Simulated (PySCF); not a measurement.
# N²⁺: excitation energy

N²⁺ [He] 2s2 2p1 (2P) → N²⁺ [He] 2s2 3d1 (2D), as a difference of total energies. Calculation: PySCF 2.14, in aug-cc-pwCVTZ; the non-relativistic Hamiltonian (point nucleus). Correlated levels: valence: 1s2 frozen; valence and next inner shell: nothing frozen. The calculations carry no spin-orbit coupling.

```csv
method,excitation energy (eV)
UHF,33.518
LDA,32.814
PBE,32.703
PBE0,32.996
r2SCAN,33.391
wB97X,33.232
TPSS,33.089
wB97M-V,32.849
PBEsol,32.591
MP2 (valence),32.862
SCS-MP2 (valence),32.749
MP2 (valence and next inner shell),32.923
SCS-MP2 (valence and next inner shell),32.794
```

Question: How much does correlation contribute at MP2 (valence and next inner shell)?

Answer: 32.923 − (33.518) = -0.595 eV, measured against UHF.

A first-order spin-orbit estimate (lowest level to lowest level, LS coupling) adds 0.014 eV.

The promoted electron is Rydberg-like, and one or two diffuse shells describe it only roughly, which tends to raise the upper state.
